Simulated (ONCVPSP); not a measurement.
**N, ONCV: configuration errors across variants**

- Element: nitrogen (N)
- Generator: ONCVPSP 4.0.1
- Type: optimised norm-conserving Vanderbilt (ONCV)
- Functional: LDA (Perdew-Wang 92)
- Relativity: scalar-relativistic
- Frozen core: [He]
- Valence charge: 5
- Reference configuration: 2s2 2p1.5 (charge +1.5)
- Partial waves: 2s: rc 0.80 bohr, ncon 3, nbas 7, qcut 7.6 1/bohr, 2 projectors, debl 2 Ha; 2p: rc 2.05 bohr, ncon 4, nbas 7, qcut 8 1/bohr, 1 projector; d scattering state at 0.07 Ha: rc 1.80 bohr, ncon 4, nbas 7, qcut 5.1 1/bohr, 2 projectors, debl 3.9 Ha
- Local potential: polynomial inside 0.65 bohr (lpopt 5, dvloc0 0 Ha)
- Core correction: Teter function, fcfact 5.25, rcfact 1.5

All-electron excitation energies from the reference (eV): (1) 2s2 2p3 -26.116; (2) 2s2 2p2 -12.385; (3) 2s2 2p1 16.588; (4) 2s1 2p0 141.233.

A true bound ghost makes a file unfit for plane-wave use even where its test errors are small: the radial tests pick states by their node count and pass the ghost by.

Errors AE − PS in meV (a dash: test not solved or not reliable):

| change | (1) | (2) | (3) | (4) | bound ghosts | GHOST(+) flags above zero |
| --- | --- | --- | --- | --- | --- | --- |
| base | +130 | +29 | +48 | +1260 | d | none |
| core correction Teter function, fcfact 5.25, rcfact 0.94 | +139 | +31 | +52 | +1510 | d | none |
| core correction Teter function, fcfact 5.25, rcfact 1.14 | +137 | +30 | +51 | +1453 | d | none |
| core correction Teter function, fcfact 5.25, rcfact 1.44 | +132 | +29 | +49 | +1301 | d | none |
| core correction Teter function, fcfact 5.25, rcfact 1.84 | +118 | +26 | +43 | +952 | d | none |
| core correction Teter function, fcfact 5.25, rcfact 1.98 | +111 | +25 | +41 | +792 | d | none |

Question: Give the same row for: core correction Teter function, fcfact 5.25, rcfact 1.64.

Answer: +126, +28, +47, +1148; bound ghosts: d; GHOST(+) flags above zero: none.
